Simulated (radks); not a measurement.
Cl+, 16 electrons, occupied as [Ne] 3s2 3p3.75 4p0.25 (fractional occupations, a model configuration).

Method: scalar-relativistic Kohn-Sham, BP86, spin-polarised, spherical densities, point nucleus; open shells are filled with parallel spins first; computed with a radial shooting solver on a logarithmic mesh with Libxc functionals.

Energy parts (eV):
| part | energy |
|---|---|
| total | -12545.956 |
| kinetic | 12603.569 |
| electron-nucleus | -29695.542 |
| Hartree | 5305.786 |
| exchange-correlation | -759.770 |

Orbitals (lengths in bohr, moments of r in powers of bohr; r(max) is where P^2 peaks; r(90%) holds 90 % of the orbital's charge):
\begin{tabular}{lrrrrrr}
orbital & occ. & eigenvalue (eV) & r(90%) & <r^4> & <1/r> & r(max) \\ \hline
1s up & 1 & -2768.145 & 0.162 & 0.0003200 & 16.68 & 0.05945 \\
1s down & 1 & -2767.734 & 0.162 & 0.0003198 & 16.68 & 0.05945 \\
2s up & 1 & -267.9202 & 0.695 & 0.09922 & 3.310 & 0.3616 \\
2s down & 1 & -267.5374 & 0.694 & 0.09868 & 3.309 & 0.3617 \\
2p up & 3 & -206.9531 & 0.676 & 0.09096 & 3.208 & 0.3013 \\
2p down & 3 & -206.4146 & 0.675 & 0.09032 & 3.207 & 0.3016 \\
3s up & 1 & -34.9471 & 2.21 & 10.19 & 0.9371 & 1.261 \\
3s down & 1 & -32.4152 & 2.24 & 10.71 & 0.9331 & 1.261 \\
3p up & 3 & -22.0784 & 2.57 & 18.61 & 0.8132 & 1.376 \\
3p down & 0.75 & -19.7053 & 2.64 & 20.96 & 0.8009 & 1.383 \\
4p up & 0.25 & -4.6413 & 8.19 & 1897 & 0.2300 & 5.012 \\
\end{tabular}

The highest occupied level is 4p up at -4.641 eV. Spin moment in Bohr magnetons: 2.5.
